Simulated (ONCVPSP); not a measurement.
silicon, ONCV: configuration errors across variants

- Element: Si
- Generator: ONCVPSP 4.0.1
- Type: optimised norm-conserving Vanderbilt (ONCV)
- Functional: PBE
- Relativity: scalar-relativistic
- Frozen core: [Ne]
- Valence charge: 4
- Reference configuration: 3s2 3p2
- Partial waves: 3s: rc 1.40 bohr, ncon 4, nbas 7, qcut 5.7 1/bohr, 2 projectors, debl 1 Ha; 3p: rc 2.00 bohr, ncon 4, nbas 8, qcut 3.7 1/bohr, 3 projectors, debl 3.8 Ha; d scattering state at 0.13 Ha: rc 2.10 bohr, ncon 4, nbas 8, qcut 4.1 1/bohr, 2 projectors, debl 3.9 Ha
- Local potential: polynomial inside 1.10 bohr (lpopt 5, dvloc0 3 Ha)
- Core correction: Teter function, parameters optimised by the program

All-electron excitation energies from the reference (eV): (1) 3s2 3p1 7.740; (2) 3s2 3p0 23.733; (3) 3s1 3p0 57.704; (4) 3s1 3p2 15.171.

3 further variants failed, have other tests or too few solved ones, and are left out.

A true bound ghost makes a file unfit for plane-wave use even where its test errors are small: the radial tests pick states by their node count and pass the ghost by.

Errors AE − PS in meV (a dash: test not solved or not reliable):

```csv
change,(1),(2),(3),(4),bound ghosts,GHOST(+) flags above zero
base,0.0,+2.6,+36,-1.6,s,none
s: rc 1.58,+0.7,+6.8,+45,+0.2,s,none
s: rc 1.98,+1.3,+11,+54,+2.0,none,s
```

**Question.** Give the same row for: s: rc 1.76.

**Answer.** +1.2, +10.0, +53, +1.8; bound ghosts: none; GHOST(+) flags above zero: s.
